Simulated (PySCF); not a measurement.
All of these have the formula C7H11N3. Method: TDDFT CAM-B3LYP/def2-SVPD, vertical, gas phase, core orbitals frozen in the response in PySCF. Geometries: PBE0-D3(BJ)/def2-SVP; one conformer of each isolated species. Triplets are in the Tamm–Dancoff approximation.

A. `C(c1nn[nH]c1C(C)C)=C`
B. `CC(C)(C)C1=NC=CN=N1`
C. `CC(C)(C)C1=NN=NC=C1`

Lowest singlet levels (six at most, fewer where fewer were computed) with oscillator strengths:

1. 5.62 eV (f 0.353); 5.66 eV (f 0.009); 6.02 eV (f 0.289); 6.26 eV (f 0.000); 6.27 eV (f 0.000); 6.71 eV (f 0.004); T1 3.55 eV
2. 3.70 eV (f 0.005); 4.18 eV (f 0.000); 4.27 eV (f 0.000); 4.63 eV (f 0.006); 5.91 eV (f 0.004); 6.59 eV (f 0.049); T1 2.72 eV
3. 3.13 eV (f 0.004); 4.09 eV (f 0.000); 5.54 eV (f 0.015); 5.57 eV (f 0.072); 5.85 eV (f 0.000); 6.42 eV (f 0.007); T1 2.41 eV

Task: Which spectrum belongs to which structure?

Result: 1 = A, 2 = C, 3 = B.
- A: S1 at 5.62 eV, HOMO→LUMO (83%), HOMO→LUMO+2 (13%); Löwdin shares by element: HOMO carbon 70% or more (atoms not listed hold the other 30%); LUMO carbon 70% or more (atoms not listed hold the other 29%); HOMO -7.76 and LUMO 0.59 eV.
- B: S1 at 3.13 eV, HOMO→LUMO (99%); Löwdin shares by element: HOMO nitrogen 76%, carbon 7% or more (atoms not listed hold the other 17%); LUMO nitrogen 64%, carbon 19% or more (atoms not listed hold the other 18%); HOMO -8.26 and LUMO -0.93 eV.
- C: S1 at 3.70 eV, HOMO→LUMO (97%); Löwdin shares by element: HOMO nitrogen 84%, carbon 6% or more; LUMO nitrogen 44% or more, carbon 33% or more (atoms not listed hold the other 22%); HOMO -8.56 and LUMO -0.66 eV.
